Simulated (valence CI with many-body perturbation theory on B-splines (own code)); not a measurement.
## How close is CI+MBPT for S⁺?

Method: relativistic CI+MBPT: five valence electrons over a frozen Dirac-Fock core [Ne], radial functions for each j: 11 s, 11 p, 10 d, 8 f, 5 g, 2 h, with the one-electron correlation potential Σ1 (screened to all orders), the two-electron term Σ2, the three-electron term Σ3, Breit, model QED; selected single and double excitations, second order for the rest (own B-spline code, finite nucleus).

Against 56 measured levels this calculation errs by 155 cm⁻¹ on average and by 438 at most. These come from a selection out of the NIST Handbook of Basic Atomic Spectroscopic Data. Levels without a partner in it may be off by more. Among the levels kept, up to 5100 cm⁻¹ of a level comes from second order outside the variational space, and about a tenth of that is noise between levels of different J, which matters for small intervals.

Measured levels: NIST Handbook of Basic Atomic Spectroscopic Data (Sansonetti and Martin, J. Phys. Chem. Ref. Data 34, 1559 (2005)). Pairs share parity and J, and are chosen by configuration, term and nearness in energy; levels without a clear partner are left out. Energies in cm⁻¹ above the measured ground level.

Names give the largest LS component (configuration and term), which can be under half, so a name can repeat, a term be missing and a line seem to break the LS rules; names also repeat where a configuration has a term twice. Letters in brackets count levels of one name in rising energy.

| Computed label | Label in the source | Measured | Computed | Difference |
| --- | --- | --- | --- | --- |
| 3s²3p³ ⁴S°_3/2 | 3s2 3p3 4S° | 0 | 0.0 | 0 |
| 3s²3p³ ²D°_3/2 | 3s2 3p3 2D° | 14852.9 | 15038.4 | +185 |
| 3s²3p³ ²D°_5/2 | 3s2 3p3 2D° | 14884.7 | 15057.9 | +173 |
| 3s²3p³ ²P°_1/2 | 3s2 3p3 2P° | 24524.8 | 24778.2 | +253 |
| 3s²3p³ ²P°_3/2 | 3s2 3p3 2P° | 24571.5 | 24861.8 | +290 |
| 3s3p⁴ ⁴P_5/2 | 3s 3p4 4P | 79395.4 | 79218.3 | -177 |
| 3s3p⁴ ⁴P_3/2 | 3s 3p4 4P | 79756.8 | 79618.9 | -138 |
| 3s3p⁴ ⁴P_1/2 | 3s 3p4 4P | 79962.6 | 79803.8 | -159 |
| 3s3p⁴ ²D_3/2 | 3s 3p4 2D | 97890.7 | 97899.2 | +9 |
| 3s3p⁴ ²D_5/2 | 3s 3p4 2D | 97918.9 | 97856.1 | -63 |
| 3s²3p²3d ²P_3/2 [a] | 3s2 3p2(3P) 3d 2P | 105599.1 | 105612.7 | +14 |
| 3s²3p²3d ²P_1/2 [a] | 3s2 3p2(3P) 3d 2P | 106044.2 | 106012.5 | -32 |
| 3s²3p²4s ⁴P_1/2 | 3s2 3p2(3P) 4s 4P | 109560.7 | 109606.3 | +46 |
| 3s²3p²4s ⁴P_3/2 | 3s2 3p2(3P) 4s 4P | 109831.6 | 109898.8 | +67 |
| 3s²3p²3d ⁴F_3/2 | 3s2 3p2(3P) 3d 4F | 110177.0 | 110246.5 | +69 |
| 3s²3p²4s ⁴P_5/2 | 3s2 3p2(3P) 4s 4P | 110268.6 | 110347.7 | +79 |
| 3s²3p²3d ⁴F_5/2 | 3s2 3p2(3P) 3d 4F | 110313.4 | 110368.5 | +55 |
| 3s²3p²3d ⁴F_7/2 | 3s2 3p2(3P) 3d 4F | 110508.7 | 110615.4 | +107 |
| 3s²3p²3d ⁴F_9/2 | 3s2 3p2(3P) 3d 4F | 110766.6 | 110975.2 | +209 |
| 3s²3p²4s ²P_1/2 | 3s2 3p2(3P) 4s 2P | 112937.6 | 113003.5 | +66 |
| 3s²3p²4s ²P_3/2 | 3s2 3p2(3P) 4s 2P | 113461.5 | 113544.0 | +82 |
| 3s²3p²3d ⁴D_1/2 | 3s2 3p2(3P) 3d 4D | 114162.3 | 114197.8 | +35 |
| 3s²3p²3d ⁴D_3/2 | 3s2 3p2(3P) 3d 4D | 114200.5 | 114230.8 | +30 |
| 3s²3p²3d ⁴D_5/2 | 3s2 3p2(3P) 3d 4D | 114231.0 | 114251.9 | +21 |
| 3s²3p²3d ⁴D_7/2 | 3s2 3p2(3P) 3d 4D | 114279.3 | 114361.0 | +82 |
| 3s²3p²3d ²F_5/2 [a] | 3s2 3p2(3P) 3d 2F | 114804.4 | 114912.9 | +109 |
| 3s²3p²3d ²F_7/2 [a] | 3s2 3p2(3P) 3d 2F | 115285.6 | 115426.3 | +141 |
| 3s3p⁴ ²S_1/2 | 3s 3p4 2S | 119783.8 | 120036.9 | +253 |
| 3s²3p²4s ²D_3/2 | 3s2 3p2(1D) 4s 2D | 121528.7 | 121717.0 | +188 |
| 3s²3p²4s ²D_5/2 | 3s2 3p2(1D) 4s 2D | 121530.0 | 121725.4 | +195 |
| 3s²3p²4p ²S°_1/2 | 3s2 3p2(3P) 4p | 125485.3 | 125556.9 | +72 |
| 3s²3p²3d ²G_7/2 | 3s2 3p2(1D) 3d 2G | 127127.1 | 127474.6 | +348 |
| 3s²3p²3d ²G_9/2 | 3s2 3p2(1D) 3d 2G | 127128.4 | 127566.6 | +438 |
| 3s²3p²4p ⁴D°_1/2 | 3s2 3p2(3P) 4p 4D° | 127825.1 | 127879.9 | +55 |
| 3s²3p²4p ⁴D°_3/2 | 3s2 3p2(3P) 4p 4D° | 127976.3 | 128116.2 | +140 |
| 3s²3p²4p ⁴D°_5/2 | 3s2 3p2(3P) 4p 4D° | 128233.2 | 128339.0 | +106 |
| 3s²3p²4p ⁴D°_7/2 | 3s2 3p2(3P) 4p 4D° | 128599.2 | 128754.4 | +155 |
| 3s²3p²4p ⁴P°_1/2 | 3s2 3p2(3P) 4p 4P° | 129787.8 | 129863.9 | +76 |
| 3s²3p²4p ⁴P°_3/2 | 3s2 3p2(3P) 4p 4P° | 129858.2 | 129946.5 | +88 |
| 3s²3p²4p ⁴P°_5/2 | 3s2 3p2(3P) 4p 4P° | 130134.2 | 130233.3 | +99 |
| 3s²3p²3d ⁴P_5/2 | 3s2 3p2(3P) 3d 4P | 130602.2 | 130698.3 | +96 |
| 3s²3p²4p ²D°_3/2 [a] | 3s2 3p2(3P) 4p 2D° | 130641.1 | 130750.5 | +109 |
| 3s²3p²3d ⁴P_3/2 | 3s2 3p2(3P) 3d 4P | 130818.9 | 131009.6 | +191 |
| 3s²3p²3d ⁴P_1/2 | 3s2 3p2(3P) 3d 4P | 130948.9 | 131128.1 | +179 |
| 3s²3p²4p ⁴S°_3/2 | 3s2 3p2(3P) 4p | 131028.9 | 131131.8 | +103 |
| 3s²3p²4p ²D°_5/2 [a] | 3s2 3p2(3P) 4p 2D° | 131187.2 | 131318.4 | +131 |
| 3s²3p²4p ²P°_1/2 [a] | 3s2 3p2(3P) 4p 2P° | 133268.7 | 133430.2 | +162 |
| 3s²3p²3d ²D_3/2 [a] | 3s2 3p2(3P) 3d 2D | 133360.9 | 133676.2 | +315 |
| 3s²3p²4p ²P°_3/2 [a] | 3s2 3p2(3P) 4p 2P° | 133400.0 | 133551.0 | +151 |
| 3s²3p²3d ²D_5/2 [a] | 3s2 3p2(3P) 3d 2D | 133814.8 | 134063.5 | +249 |
| 3s²3p²4s ²S_1/2 | 3s2 3p2(1S) 4s 2S | 136328.8 | 136630.6 | +302 |
| 3s²3p²3d ²F_5/2 [b] | 3s2 3p2(1D) 3d 2F | 138509.2 | 138753.9 | +245 |
| 3s²3p²3d ²F_7/2 [b] | 3s2 3p2(1D) 3d 2F | 138528.0 | 138870.1 | +342 |
| 3s²3p²3d ²P_1/2 [b] | 3s2 3p2(1D) 3d 2P | 139845.0 | 140171.8 | +327 |
| 3s²3p²3d ²P_3/2 [b] | 3s2 3p2(1D) 3d 2P | 140016.8 | 140358.9 | +342 |
| 3s²3p²4p ²F°_5/2 | 3s2 3p2(1D) 4p 2F° | 140230.1 | 140497.2 | +267 |
| 3s²3p²4p ²F°_7/2 | 3s2 3p2(1D) 4p 2F° | 140319.2 | 140587.3 | +268 |

Over 56 excited levels the mean absolute difference is 155 cm⁻¹, the median 139 and the largest 438. The comparison draws on a selection of the measured levels: 57 of the 152 computed ones have a partner in it, and others may be off by more.

Rates against NIST Handbook of Basic Atomic Spectroscopic Data (Sansonetti and Martin, J. Phys. Chem. Ref. Data 34, 1559 (2005)):

```csv
"λ vac, measured (nm)",Upper,Lower,A computed (s⁻¹),A tabulated (s⁻¹)
125.06,3s3p⁴ ⁴P_1/2,3s²3p³ ⁴S°_3/2,4.53e+07,4.63e+07
125.38,3s3p⁴ ⁴P_3/2,3s²3p³ ⁴S°_3/2,4.50e+07,4.62e+07
125.95,3s3p⁴ ⁴P_5/2,3s²3p³ ⁴S°_3/2,4.48e+07,4.65e+07
543.02,3s²3p²4p ⁴D°_3/2,3s²3p²4s ⁴P_1/2,3.95e+07,4.20e+07
543.43,3s²3p²4p ⁴D°_5/2,3s²3p²4s ⁴P_3/2,6.13e+07,6.80e+07
545.54,3s²3p²4p ⁴D°_7/2,3s²3p²4s ⁴P_5/2,7.72e+07,8.50e+07
547.51,3s²3p²4p ⁴D°_1/2,3s²3p²4s ⁴P_1/2,6.47e+07,7.30e+07
551.12,3s²3p²4p ⁴D°_3/2,3s²3p²4s ⁴P_3/2,3.46e+07,4.00e+07
560.77,3s²3p²4p ⁴D°_7/2,3s²3p²3d ⁴F_9/2,3.14e+07,5.40e+07
564.15,3s²3p²4p ²D°_5/2 [a],3s²3p²4s ²P_3/2,6.48e+07,6.60e+07
796.96,3s²3p²4p ²S°_1/2,3s²3p²4s ²P_1/2,1.05e+07,8.00e+06
831.69,3s²3p²4p ²S°_1/2,3s²3p²4s ²P_3/2,1.59e+07,1.60e+07
```
